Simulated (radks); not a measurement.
Question: The argon ion Ar3+, 15 electrons, occupied as [Ne] 3s2 3p3. All-electron calculation, non-relativistic Kohn-Sham, r2SCAN, spin-polarised, spherical densities, point nucleus; open shells are filled with parallel spins first; meta-GGA in the generalised Kohn-Sham scheme. Program: a radial shooting solver on a logarithmic mesh with Libxc functionals. Some entries of the table are withheld. Estimate them.

orbital,occ.,eigenvalue (eV),<r> (bohr),<r^2> (bohr^2)
1s up,1,-3171.904,0.08622,0.009990
1s down,1,-3170.819,0.08619,0.009984
2s up,1,-348.3603,0.4141,(1)
2s down,1,-347.7881,0.4140,(2)
2p up,3,-281.6669,0.3758,0.1753
2p down,3,-280.4663,0.3759,0.1751
3s up,1,(3),(4),1.910
3s down,1,(5),(6),1.967
3p up,3,-52.3916,1.386,2.223
3p down,0,-46.4258,1.412,2.315

Answer: 
(1) 2s up <r^2> (bohr^2): 0.2034
(2) 2s down <r^2> (bohr^2): 0.2031
(3) 3s up eigenvalue (eV): -68.6691
(4) 3s up <r> (bohr): 1.293
(5) 3s down eigenvalue (eV): -62.3469
(6) 3s down <r> (bohr): 1.310
